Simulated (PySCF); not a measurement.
NICS in rings of unrelated molecules.

Definitions: NICS(0) = −σiso at the ring centroid; NICS(1) = −σiso and NICS(1)zz = −σzz at ±1 Å along the ring normal z. Level: GIAO PBE0/pcSseg-1 (PySCF, non-relativistic, gas phase) on the GFN2-xTB geometries, one conformer each. Atom numbers follow the mapped SMILES.

Problem. Order these rings by mean NICS(1)zz, lowest (most negative) first (ppm).
A. ring C2–C3–Si4 in `[SiH3:1][C@@H:2]1[CH2:3][SiH2:4]1`
B. ring C3–N4–N5–N6–C7 in `[CH3:1][O:2][c:3]1[n:4][n:5][n-:6][c:7]1[O:8][CH3:9]` (charge -1)
C. ring N3–C4–C5–N7–N8 in `[CH3:1][CH2:2][n:3]1[cH:4][c:5]([CH3:6])[n:7][n:8]1`
D. ring Si2–S3–Si4–Si6 in `[NH2:1][Si@@H:2]1[S:3][Si@@H:4]([SiH3:5])[Si@H:6]1[SH:7]`
E. ring C3–C4–P5–C6–C7–C8 in `[O:1]=[CH:2][c:3]1[cH:4][p:5][cH:6][cH:7][c:8]1[F:9]`
F. ring C4–C5–C6–C7–C9 in `[F:1][CH:2]([F:3])[C@@H:4]1[CH:5]=[CH:6][C:7](=[S:8])[CH2:9]1`
G. ring C1–Si2–C3–Si4 in `[CH2:1]1[SiH2:2][CH2:3][SiH2:4]1`

Solution. C (-31.9), B (-30.8), E (-24.9), A (-17.6), F (-3.4), G (6.0), D (7.2).

```json
{"SMILES": "CCn1cc(C)nn1", "ring": "5-membered ring with 3 N; formal bonds all aromatic", "NICS(0)": "-12.4", "NICS(1)": "-12.8", "NICS(1)zz": "-31.9", "HOMA": "0.95", "rms pucker (Å)": "0.00", "ring atoms with four or more neighbours": "0"}
{"SMILES": "COc1nn[n-]c1OC", "ring": "5-membered ring with 3 N; formal bonds all aromatic", "NICS(0)": "-11.8", "NICS(1)": "-12.6", "NICS(1)zz": "-30.8", "HOMA": "0.99", "rms pucker (Å)": "0.00", "ring atoms with four or more neighbours": "0"}
{"SMILES": "O=Cc1cpccc1F", "ring": "6-membered ring with P; formal bonds all aromatic", "NICS(0)": "-8.5", "NICS(1)": "-10.5", "NICS(1)zz": "-24.9", "HOMA": "0.94", "rms pucker (Å)": "0.00", "ring atoms with four or more neighbours": "0"}
{"SMILES": "[SiH3][C@@H]1C[SiH2]1", "ring": "3-membered ring with Si; formal bonds all single", "NICS(0)": "-29.4", "NICS(1)": "-8.4", "NICS(1)zz": "-17.6", "HOMA": "–", "rms pucker (Å)": "0.00", "ring atoms with four or more neighbours": "3"}
{"SMILES": "FC(F)[C@@H]1C=CC(=S)C1", "ring": "5-membered carbocycle; formal bonds 1 double, 4 single", "NICS(0)": "4.3", "NICS(1)": "-2.9", "NICS(1)zz": "-3.4", "HOMA": "–", "rms pucker (Å)": "0.01", "ring atoms with four or more neighbours": "2"}
{"SMILES": "C1[SiH2]C[SiH2]1", "ring": "4-membered ring with 2 Si; formal bonds all single", "NICS(0)": "1.5", "NICS(1)": "-0.4", "NICS(1)zz": "6.0", "HOMA": "–", "rms pucker (Å)": "0.00", "ring atoms with four or more neighbours": "4"}
{"SMILES": "N[Si@@H]1S[Si@@H]([SiH3])[Si@H]1S", "ring": "4-membered ring with S and 3 Si; formal bonds all single", "NICS(0)": "-0.8", "NICS(1)": "-1.2", "NICS(1)zz": "7.2", "HOMA": "–", "rms pucker (Å)": "0.05", "ring atoms with four or more neighbours": "3"}
```

NICS(0) gives another order. The isotropic NICS(1) gives another order. HOMA uses Krygowski's 1993 parameters; it is left out where a ring has a four-coordinate atom, a triple bond, no multiple bond or a kind of bond without parameters. NICS(1) and NICS(1)zz are means over the two faces.
